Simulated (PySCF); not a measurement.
Computed IR spectrum (relative IR intensity) of a molecule C3H7NOSi. Geometry optimised at B3LYP-D3(BJ)/def2-SVP. The values are those of a single conformer. Method: B3LYP-D3(BJ)/def2-SVP (PySCF). Frequencies are harmonic and unscaled.

```tsv
ν (cm⁻¹)	relative intensity
156	2.1
188	8.0
224	6.0
292	5.2
388	29
402	40
409	38
606	19
735	4.0
739	11
748	9.6
764	50
874	72
890	40
930	100
1146	91
1212	37
1479	4.3
1540	22
2151	17
2242	55
2983	29
3050	17
3099	15
3456	18
3572	14
3665	13
```

Task: Identify the compound among the candidates.
A) N[C@@H]1C=CO[SiH2]1
B) C1=N[SiH2]CCO1
C) C#C[Si@H](N)OC
D) C[SiH2]/C=N\C=O

Result: C, C#C[Si@H](N)OC
